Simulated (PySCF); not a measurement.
Molecule: SMILES CC(NC(C)=O)(C)C, C6H13NO.

Molfile (atoms numbered from 1):
```
C6H13NO
     RDKit          3D

 21 20  0  0  0  0  0  0  0  0999 V2000
    2.6153   -0.5575    0.0083 C   0  0  0  0  0  0  0  0  0  0  0  0
    1.1381   -0.8547    0.1774 C   0  0  0  0  0  0  0  0  0  0  0  0
    0.7292   -1.9701    0.4432 O   0  0  0  0  0  0  0  0  0  0  0  0
    0.3265    0.2235    0.0083 N   0  0  0  0  0  0  0  0  0  0  0  0
   -1.1361    0.2190    0.1274 C   0  0  0  0  0  0  0  0  0  0  0  0
   -1.5986    1.6518   -0.1272 C   0  0  0  0  0  0  0  0  0  0  0  0
   -1.5471   -0.2186    1.5358 C   0  0  0  0  0  0  0  0  0  0  0  0
   -1.7411   -0.7180   -0.9213 C   0  0  0  0  0  0  0  0  0  0  0  0
    3.1730   -1.4935    0.1225 H   0  0  0  0  0  0  0  0  0  0  0  0
    2.9593    0.1629    0.7664 H   0  0  0  0  0  0  0  0  0  0  0  0
    2.8232   -0.1281   -0.9837 H   0  0  0  0  0  0  0  0  0  0  0  0
    0.7656    1.1103   -0.1993 H   0  0  0  0  0  0  0  0  0  0  0  0
   -2.6930    1.7181   -0.0512 H   0  0  0  0  0  0  0  0  0  0  0  0
   -1.3096    1.9887   -1.1358 H   0  0  0  0  0  0  0  0  0  0  0  0
   -1.1668    2.3454    0.6122 H   0  0  0  0  0  0  0  0  0  0  0  0
   -2.6428   -0.2014    1.6369 H   0  0  0  0  0  0  0  0  0  0  0  0
   -1.1191    0.4590    2.2904 H   0  0  0  0  0  0  0  0  0  0  0  0
   -1.1881   -1.2365    1.7356 H   0  0  0  0  0  0  0  0  0  0  0  0
   -1.3793   -1.7429   -0.7661 H   0  0  0  0  0  0  0  0  0  0  0  0
   -1.4591   -0.3951   -1.9351 H   0  0  0  0  0  0  0  0  0  0  0  0
   -2.8393   -0.7145   -0.8498 H   0  0  0  0  0  0  0  0  0  0  0  0
  1  2  1  0
  2  3  2  0
  2  4  1  0
  4  5  1  0
  5  6  1  0
  5  7  1  0
  5  8  1  0
  1  9  1  0
  1 10  1  0
  1 11  1  0
  4 12  1  0
  6 13  1  0
  6 14  1  0
  6 15  1  0
  7 16  1  0
  7 17  1  0
  7 18  1  0
  8 19  1  0
  8 20  1  0
  8 21  1  0
M  END
```

Geometry PBE0-D3(BJ)/def2-SVP throughout; GIAO in PySCF 2.14, gas phase, one conformer, non-relativistic; equivalent atoms averaged; basis pcSseg-1.

For orientation, KT3 gives these shifts δ (against TMS, H2O, NH3 at the same level): C2 155.7, C5 51.9, C6/C7/C8 28.3, C1 23.5, O3 413.7, N4 145.2, H12 4.20, H9/H10/H11 1.77, H13/H14/H15/H16/H17/H18/H19/H20/H21 1.33 ppm.

A run gave: C2 161.4, C5 52.4, C6/C7/C8 29.2, C1 24.5, O3 427.1, N4 150.9, H12 4.28, H9/H10/H11 1.81, H13/H14/H15/H16/H17/H18/H19/H20/H21 1.36 ppm (shifts δ (against TMS, H2O, NH3 at the same level)).

Question: Which functional was used in that run?
A. mPW1PW91
B. BHandHLYP
C. CAM-B3LYP
D. B97-D

Answer: D. C2 tells them apart best: B97-D gives 161.4, mPW1PW91 gives 169.9, CAM-B3LYP gives 174.7, BHandHLYP gives 175.3 ppm.
